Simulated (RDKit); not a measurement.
A run for RDKit: MMFF94 on C3H7NO (a complex), monomers drawn apart or pushed together.

```python
from rdkit import Chem
from rdkit.Chem import AllChem, rdDetermineBonds

blocks = [
'''3

C    -0.29343518    0.18842757   -0.30607764
N    -0.36187379    0.30994277   -1.44479654
H    -0.22674346    0.07381931    0.76549733
''',
'''9

C     0.14825425   -1.46809850    4.09963258
O    -0.04573184   -0.21710994    3.46664071
C     0.00679361    0.87543415    4.36488866
H    -0.62847602   -1.65312927    4.85035670
H     1.12973853   -1.51588478    4.58515517
H     0.09168951   -2.23550542    3.32955092
H    -0.77582609    0.79470576    5.12786130
H    -0.15154881    1.78270985    3.78444803
H     0.98232492    0.93050121    4.86151365
''',
]
mol = None
for b in blocks:
    f = Chem.MolFromXYZBlock(b)
    rdDetermineBonds.DetermineBonds(f, charge=0)
    mol = f if mol is None else Chem.CombineMols(mol, f)
Chem.SanitizeMol(mol)
print(Chem.MolToSmiles(Chem.RemoveHs(mol)))
ff = AllChem.MMFFGetMoleculeForceField(mol, AllChem.MMFFGetMoleculeProperties(mol), nonBondedThresh=100.0, ignoreInterfragInteractions=False)
e = ff.CalcEnergy()
print(f'MMFF94 energy {e:.6f} kcal/mol')
```

Program output:

```
C#N.COC
MMFF94 energy 2.902616 kcal/mol
```

The run finished.

Cost: around 0.04 core-seconds (rough).
